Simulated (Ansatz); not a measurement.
Ansatz (an electronic-structure program) input for F3S, SMILES F[S](F)F, multiplicity 2, PBE0-D3(BJ)/def2-TZVP. 

Ansatz 0.2 input:
```yaml
crystal:
  periodic: [false, false, false]
  atoms:
    - {symbol: F, position_ang: [0.00000000, 1.70267695, -0.30090298]}
    - {symbol: S, position_ang: [-0.00000000, -0.00000000, -0.35987439]}
    - {symbol: F, position_ang: [0.00000000, -1.70267694, -0.30090298]}
    - {symbol: F, position_ang: [-0.00000000, -0.00000000, 1.24158266]}
basis:
  gaussian:
    orbitals: def2-TZVP
hamiltonian:
  xc: pbe0
  dispersion: d3bj
magnetization: {spin_polarized: true, initial_magnetization: 1}
relax: {f_tol: 0.002, max_steps: 200}
```

Log of the run:

```
WARN ansatz: RAYON_NUM_THREADS=1 ignored (pool sized by the plan → 1); use --threads N
Functional definition: PBE0
integrals: 0.04 GiB planned
739 factors; their error is unknown
mean field: 0.54 GiB planned
mean field evaluation 1: about -18972.0642 eV, gradient 3.8e1 eV
mean field evaluation 2: about -18957.7512 eV, gradient 7.9e1 eV
mean field evaluation 4: about -18976.3300 eV, gradient 4.1e0 eV
mean field evaluation 8: about -18976.3796 eV, gradient 7.0e-2 eV
mean field evaluation 16: about -18976.4390 eV, gradient 2.2e-4 eV
mean field -18976.43897778 eV, -697.3712697410 hartree, gradient 3.6e-5 eV, S^2 0.758338; 0 other end points of the search recorded, 0 dependent functions left out
the calculation of the forces begins
reference -18976.43899236 eV, -697.3712702768 hartree; 22, 21 occupied and 108, 109 virtual orbitals, 739 factors
relax step   1: F+E_penalty+E_count = -18976.47699817 eV  Δ(F+E_penalty+E_count) = +0.000e0 eV  max|allowed force component| = 1.291e0 eV/Å  Δτ_max = 0.0000 Å  (34 SCF iters, accepted)
these checks for a lower state are left out or cut short: starts, cluster_reference, orbital_swaps, neighbouring_geometries, increment
integrals: 0.04 GiB planned
739 factors; their error is unknown
mean field: 0.54 GiB planned
mean field -18976.48393830 eV, -697.3729220096 hartree, gradient 2.6e-5 eV, S^2 0.758547; 0 other end points of the search recorded, 0 dependent functions left out
the calculation of the forces begins
reference -18976.48395283 eV, -697.3729225437 hartree; 22, 21 occupied and 108, 109 virtual orbitals, 739 factors
relax step   2: F+E_penalty+E_count = -18976.52205041 eV  Δ(F+E_penalty+E_count) = -4.505e-2 eV  max|allowed force component| = 8.050e-1 eV/Å  Δτ_max = 0.0178 Å  (35 SCF iters, accepted)
these checks for a lower state are left out or cut short: starts, cluster_reference, orbital_swaps, neighbouring_geometries, increment
integrals: 0.04 GiB planned
739 factors; their error is unknown
mean field: 0.54 GiB planned
mean field evaluation 32: about -18976.5124 eV, gradient 4.2e-5 eV
mean field -18976.51235717 eV, -697.3739663838 hartree, gradient 1.9e-5 eV, S^2 0.758932; 0 other end points of the search recorded, 0 dependent functions left out
the calculation of the forces begins
reference -18976.51237160 eV, -697.3739669142 hartree; 22, 21 occupied and 108, 109 virtual orbitals, 739 factors
relax step   3: F+E_penalty+E_count = -18976.55062757 eV  Δ(F+E_penalty+E_count) = -2.858e-2 eV  max|allowed force component| = 1.060e-1 eV/Å  Δτ_max = 0.0319 Å  (35 SCF iters, accepted)
these checks for a lower state are left out or cut short: starts, cluster_reference, orbital_swaps, neighbouring_geometries, increment
integrals: 0.04 GiB planned
739 factors; their error is unknown
mean field: 0.54 GiB planned
mean field -18976.51154590 eV, -697.3739365704 hartree, gradient 9.5e-6 eV, S^2 0.758792; 0 other end points of the search recorded, 0 dependent functions left out
the calculation of the forces begins
reference -18976.51156033 eV, -697.3739371006 hartree; 22, 21 occupied and 108, 109 virtual orbitals, 739 factors
relax step   4: F+E_penalty+E_count = -18976.54980096 eV  Δ(F+E_penalty+E_count) = +8.266e-4 eV  max|allowed force component| = 2.431e-1 eV/Å  Δτ_max = 0.0077 Å  (35 SCF iters, rejected (line search))
these checks for a lower state are left out or cut short: starts, cluster_reference, orbital_swaps, neighbouring_geometries, increment
integrals: 0.04 GiB planned
739 factors; their error is unknown
mean field: 0.54 GiB planned
mean field -18976.51259487 eV, -697.3739751194 hartree, gradient 9.3e-6 eV, S^2 0.758896; 0 other end points of the search recorded, 0 dependent functions left out
the calculation of the forces begins
reference -18976.51260931 eV, -697.3739756499 hartree; 22, 21 occupied and 108, 109 virtual orbitals, 739 factors
relax step   5: F+E_penalty+E_count = -18976.55085621 eV  Δ(F+E_penalty+E_count) = -2.286e-4 eV  max|allowed force component| = 4.727e-3 eV/Å  Δτ_max = 0.0018 Å  (37 SCF iters, accepted)
these checks for a lower state are left out or cut short: starts, cluster_reference, orbital_swaps, neighbouring_geometries, increment
integrals: 0.04 GiB planned
739 factors; their error is unknown
mean field: 0.54 GiB planned
mean field -18976.51259564 eV, -697.3739751475 hartree, gradient 1.8e-5 eV, S^2 0.758894; 0 other end points of the search recorded, 0 dependent functions left out
the calculation of the forces begins
reference -18976.51261007 eV, -697.3739756780 hartree; 22, 21 occupied and 108, 109 virtual orbitals, 739 factors
relax step   6: F+E_penalty+E_count = -18976.55085672 eV  Δ(F+E_penalty+E_count) = -5.152e-7 eV  max|allowed force component| = 8.796e-4 eV/Å  Δτ_max = 0.0002 Å  (24 SCF iters, accepted)
integrals: 0.04 GiB planned
739 factors; their error is unknown
mean field: 0.54 GiB planned
mean field evaluation 64: about -18976.4518 eV, gradient 4.9e-1 eV
mean field -18976.51259564 eV, -697.3739751475 hartree, gradient 1.8e-5 eV, S^2 0.758894; 1 other end points of the search recorded, 0 dependent functions left out
the calculation of the forces begins
reference -18976.51261007 eV, -697.3739756780 hartree; 22, 21 occupied and 108, 109 virtual orbitals, 739 factors
Total energy: -18976.55087116 eV, -697.3753817469 hartree
Atom 0 at     0.000000     1.657342    -0.285068 Å, force     0.000000    -0.000421    -0.000562 eV/Å
Atom 1 at    -0.000000     0.000000    -0.358557 Å, force    -0.000000     0.000000     0.000880 eV/Å
Atom 2 at     0.000000    -1.657342    -0.285068 Å, force     0.000000     0.000421    -0.000562 eV/Å
Atom 3 at    -0.000000     0.000000     1.208594 Å, force    -0.000000    -0.000000     0.000244 eV/Å
Dipole moment:     0.000000    -0.000000    -0.120924 e Å
```

The run converged.

Cost: around 40 core-seconds (rough).
